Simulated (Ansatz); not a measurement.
Reaction: CHClF2 (chloro(difluoro)methane, SMILES C(F)(Cl)F) → CClF2 (SMILES F[C](F)Cl, doublet) + H (doublet) (the C-H bond breaks)
Each species at its own B3LYP-D3(BJ)/def2-TZVP minimum (Ansatz, an electronic-structure program).

Total energies in hartree (Ansatz). UHF or UKS for unpaired electrons; spin-orbit terms are left out. Cores are frozen in correlated methods. No relativity. For partners of very few electrons the exact lower level stands in for a higher one.

```tsv
species	HF/cc-pV(T+d)Z	CCSD(T)/cc-pV(T+d)Z	HF/cc-pV(Q+d)Z	CCSD(T)/cc-pV(Q+d)Z	CCSD(T)/cc-pV(D+d)Z	CCSDT(Q)/cc-pV(D+d)Z
1: CHClF2 (SMILES FC(F)Cl)	-696.93205	-697.83745	-696.95486	-697.93706	-697.51788	-697.51997
2: CClF2 (SMILES [C](F)(F)Cl, doublet)	-696.29746	-697.16643	-696.32047	-697.26444	-696.85412	-696.85643
3: H (doublet)	-0.49981	-0.49981	-0.49995	-0.49995	-0.49928	-0.49928
```

Work out the bond dissociation energy (electronic) in kcal/mol: take Hartree-Fock from cc-pV(Q+d)Z, extrapolate the CCSD(T) correlation energy as X^-3 (X = 3, 4), and add CCSDT(Q) - CCSD(T) in cc-pV(D+d)Z. 1 hartree = 627.51 kcal/mol.


Species 1: correlation (64·(-0.98220) - 27·(-0.90540))/37 = -1.03824; step -0.00209; E1 = -696.95486 + (-1.03824) + (-0.00209) = -697.99519
Species 2: correlation (64·(-0.94397) - 27·(-0.86897))/37 = -0.99870; step -0.00231; E2 = -696.32047 + (-0.99870) + (-0.00231) = -697.32148
Species 3: correlation (64·(0.00000) - 27·(0.00000))/37 = 0.00000; step +0.00000; E3 = -0.49995 + (0.00000) + (+0.00000) = -0.49995
-1·E1 +1·E2 +1·E3 = 0.17376 hartree = 109.0 kcal/mol.
